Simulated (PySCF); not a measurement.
## Low-lying terms of Ag⁺ (silver, charge +1)

Ground state [Kr] 4d10, ¹S. Computed with PySCF 2.14 in aug-cc-pVDZ-PP with two added diffuse shells each of s, p, d, f type with ECP28MDF (7s7p6d4f, 86 functions), with scalar relativity through the core potential. Vertical excitation energies in eV without spin-orbit coupling; excited terms of each kind are numbered among those the solver found.

```tsv
term	leading excitation	CIS	TDHF
1 3D	4d → s	5.612	5.571
1 1D	4d → s	6.403	6.383
1 3P°	4d → p	10.519	10.466
1 3F°	4d → p	10.917	10.879
1 1F°	4d → p	11.253	11.248
1 1D°	4d → p	11.568	11.559
1 3D°	4d → p	11.568	11.559
1 1P°	4d → p	11.782	11.697
2 3D	4d → s	15.776	15.773
2 1D	4d → s	15.872	15.870
```

Oscillator strength of the first ¹S → ¹P° line: CIS 0.691, TDHF 0.590.

The spin-orbit splitting of the hole, absent here, rivals or exceeds the spacing of these terms, so the LS terms are model states.

The solver can miss terms. Rydberg members are limited by the diffuse functions of the basis.
